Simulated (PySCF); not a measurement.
## Electron affinity of Ge by level of theory

Ge⁻ [Ar] 3d10 4s2 4p3 (4S) → Ge [Ar] 3d10 4s2 4p2 (3P), as a difference of total energies. Calculation: PySCF 2.14, in aug-cc-pVDZ-PP with ECP10MDF (5s4p3d, 32 functions); scalar relativity through the core potential. Correlated levels: valence: 3s2 3p6 3d10 frozen. The calculations carry no spin-orbit coupling.

```
       method  electron affinity (eV)
          UHF                   0.848
          LDA                   1.520
          PBE                   1.395
         PBE0                   1.369
         BLYP                   1.170
       B2PLYP                   1.179
    BHandHLYP                   1.111
      LC-wPBE                   1.307
MP2 (valence)                   1.239
```

Problem. Estimate what SCS-MP2 (valence) gives.

Solution. 1.087 eV, closest to BHandHLYP among the rows shown.

Problem. Estimate what r2SCAN gives.

Solution. 1.484 eV, closest to LDA among the rows shown.

The reference lies between the lowest fine-structure levels, while these numbers refer to the centres of the terms.

Errors of the correlated levels include the incompleteness of this basis and the frozen core.

In the anion the highest occupied orbital energy is positive at LDA, PBE, PBE0, r2SCAN, BLYP, a self-interaction effect; the basis confines that electron, and the energy difference can still be sensible.

For comparison: 1.233 eV (measured; photodetachment measurements, as compiled on the Wikipedia data page of electron affinities).
